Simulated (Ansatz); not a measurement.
A structure relaxed at PBE0-D4/def2-SVP in Ansatz, charge 0, singlet:

```xyz
28

Sn   -1.8672   -0.9516    2.3844
Si   -2.9888   -2.3569   -1.5420
Si    1.1106    1.7651    2.2138
Si    2.5684    2.9546   -1.0759
Si   -0.1259    0.2055   -1.0731
Si    0.2892   -0.1855    1.2030
Si   -0.7969   -1.7760   -2.1412
Sn   -3.0177   -3.0315    0.9402
Si    1.8360    0.9773   -2.1048
Si    3.0895    2.4511    1.1559
H    -1.5295   -1.4047    4.0064
H    -2.9491    0.3820    2.4255
H    -3.5063   -3.4653   -2.4064
H    -3.8713   -1.1622   -1.7316
H     1.3263    1.5339    3.6780
H     0.0753    2.8359    2.0540
H     3.7506    3.5302   -1.7927
H     1.4588    3.9601   -1.1029
H    -1.2015    1.2428   -1.1983
H     1.3210   -1.2700    1.2974
H     0.1422   -2.8657   -1.7229
H    -0.6810   -1.6063   -3.6255
H    -2.0776   -4.4532    1.1491
H    -4.6139   -3.3655    1.4794
H     2.8869   -0.0771   -1.9354
H     1.6023    1.1782   -3.5708
H     4.0747    1.3234    1.1848
H     3.6949    3.6314    1.8516
```

(1) Give its formula.

(2) Summarise the bond lengths by kind (pairs closer than 1.2 times the sum of covalent radii, bridged metal pairs left out).

## Answers

(1) Si8Sn2H18, an alloyed cluster cut from the lattice of silicon (2 Sn, side).

(2) 8 × Si–Si 2.35 Å; 2 × Si–Sn 2.57 to 2.58 Å; 1 × Sn–Sn 2.78 Å; 14 × H–Si 1.50 Å; 4 × H–Sn 1.72 Å.

In the def2 sets Sn takes a core potential; there is no spin–orbit coupling.
